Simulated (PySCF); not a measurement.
CH₈FNSi₂, SMILES N[C@H]([SiH3])[SiH2]F.

Geometry: PBE-D3(BJ)/def2-SVP. The structure was generated by enumeration; whether it is a known compound was not checked. Other conformers were not sampled.

Two levels are set side by side: TDA-PBE/def2-SVPD (PySCF) and TDA-LC-ωPBE/def2-SVPD (PySCF). Vertical, same geometry. The lowest singlet is HOMO→LUMO 95 % with PBE and HOMO→LUMO 75 %, HOMO→LUMO+1 12 % with the other functional; states are paired by order. Differences are taken from unrounded values.

```tsv
quantity	TDA-LC-ωPBE
lowest singlet excitation (eV)	6.78
lowest triplet excitation (TDA) (eV)	6.32
```

Question: What does TDA-PBE give, and how far is it from TDA-LC-ωPBE? (Estimate from the structure and the level; the computed values follow.)

Answer: 
| quantity | TDA-PBE | TDA-PBE minus TDA-LC-ωPBE |
|---|---|---|
| lowest singlet excitation (eV) | 5.36 | -1.41 |
| lowest triplet excitation (TDA) (eV) | 5.04 | -1.27 |

A lower first singlet is the usual sign of a functional without exact exchange. Differences between two approximate levels are no errors against the true value.

Rough cost on one machine, each run with all the roots and properties that it gave: TDA-LC-ωPBE against TDA-PBE about 4 times.
